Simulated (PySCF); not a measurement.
# Assigning NMR signals

Geometry:
| atom | x (Å) | y (Å) | z (Å) |
| --- | --- | --- | --- |
| C1 | 2.425 | 0.051 | 0.701 |
| C2 | 1.211 | 0.078 | 0.168 |
| C3 | 0.507 | 1.379 | -0.101 |
| O4 | -0.829 | 1.445 | 0.393 |
| C5 | -1.744 | 0.583 | -0.166 |
| F6 | -1.744 | 0.730 | -1.549 |
| C7 | -1.552 | -0.891 | 0.161 |
| Si8 | 0.204 | -1.434 | -0.339 |
| H9 | 2.942 | -0.878 | 0.872 |
| H10 | 2.955 | 0.950 | 0.979 |
| H11 | 0.497 | 1.563 | -1.185 |
| H12 | 1.010 | 2.215 | 0.392 |
| H13 | -2.728 | 0.948 | 0.168 |
| H14 | -1.711 | -1.007 | 1.232 |
| H15 | -2.327 | -1.457 | -0.352 |
| H16 | 0.276 | -1.633 | -1.790 |
| H17 | 0.601 | -2.630 | 0.406 |

[PySCF 2.14: coordinates at the GFN2-xTB level; GIAO PBE0/pcSseg-1 shieldings; one conformer; in vacuum; no relativistic terms]

δ = σ(ref) − σ, references computed at the same level: ¹³C (σ = 186.93 ppm) and ¹H (σ = 31.72 ppm) against TMS.

Task: Assign these signals to the numbered atoms. ¹³C{¹H} NMR (computed): δ 148.5 (C), 133.7 (CH2), 112.1 (CH), 71.8 (CH2), 19.0 (CH2).

Result: 
```tsv
δ (ppm)	atoms	environment	reason
148.5	C2	fully substituted alkene carbon	the olefinic region
133.7	C1	terminal =CH2 carbon	the olefinic region
112.1	C5	sp3 CH bonded to F and O	2 electronegative neighbours deshield it
71.8	C3	allylic sp3 CH2 bonded to O	pulled downfield by the heteroatom
19.0	C7	sp3 CH2 bonded to Si	–
```

Task: Assign these signals to the numbered atoms. ¹H NMR (600 MHz, computed): δ 6.37 (m, 1H), 6.07 (br s, 1H), 5.78 (br s, 1H), 5.16 (m, 1H), 4.75 (m, 1H), 4.35 (m, 1H), 4.25 (m, 1H), 1.34 (m, 1H), 1.18 (m, 1H).

Result: 
| δ (ppm) | atoms | environment | reason |
| --- | --- | --- | --- |
| 6.37 | H13 | hydrogen on an sp3 CH bonded to F and O | its carbon carries F and O, which withdraws density |
| 6.07 | H10 | hydrogen on a terminal =CH2 carbon | a vinylic proton, deshielded by the sp2 carbon and the C=C anisotropy |
| 5.78 | H9 | hydrogen on a terminal =CH2 carbon | – |
| 5.16 | H11 | hydrogen on an allylic sp3 CH2 bonded to O | its carbon carries O, an electronegative neighbour |
| 4.75 | H16 | hydrogen on a silicon bonded to 2 C, in a 6-membered ring | – |
| 4.35 | H17 | hydrogen on a silicon bonded to 2 C, in a 6-membered ring | – |
| 4.25 | H12 | hydrogen on an allylic sp3 CH2 bonded to O | its carbon carries O, which withdraws density |
| 1.34 | H15 | hydrogen on an sp3 CH2 bonded to Si | – |
| 1.18 | H14 | hydrogen on an sp3 CH2 bonded to Si | – |

H17 and H12 lie closer than the usual error of such a calculation, so a measured spectrum could show them in the other order.

Splittings by ¹⁹F in the carbon and heteronuclear signals aren't shown, as no couplings were computed. Shifts are as computed. Against solution values, carbons near 30 ppm lie about +3 ppm off and those near 130 ppm about +5 ppm. Of 1309 compounds with measured shifts, 239 miss one by over three times the rms of a fit or turn the order of signals round; such compounds aren't used in these exercises. No couplings were computed; multiplicities are counted from neighbouring protons, with m where these are inequivalent, close in shift, in a saturated or five-membered ring or joined by F or P, and br s for small geminal =CH2 splittings.
